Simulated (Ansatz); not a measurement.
Z-matrix (Å, degrees):
```
Si
Cl 1 2.042
Si 1 2.347 2 106.3
F 1 1.594 2 108.6 3 118.7
H 1 1.479 2 108.7 3 -123.9
F 3 1.594 1 110.4 2 173.2
Cl 3 2.042 1 106.3 2 -69.2
H 3 1.479 1 114.6 2 50.9
```

Charge 0, multiplicity 1.

Problem. List the B3LYP/def2-TZVPP orbital energies in eV (Ansatz 0.2.0). (Best estimate.)

Solution. Computed: Occupied: -2763.02, -2763.02, -1801.24, -1801.24, -672.12, -672.12, -257.78, -257.78, -196.79, -196.79, -196.67, -196.67, -196.66, -196.66, -145.59, -145.59, -100.96, -100.96, -100.92, -100.92, -100.86, -100.85, -33.10, -33.07, -23.25, -23.15, -16.25, -15.33, -13.36, -13.20, -13.13, -12.97, -12.92, -12.36, -10.96, -10.73, -10.38, -9.80, -9.61, -9.56, -8.33. Lowest empty: -1.28, -1.17, 0.25, 0.84, 1.05, 1.66, 2.35, 3.26.

B3LYP here is the variant with VWN-RPA as its local correlation; programs differ in this.
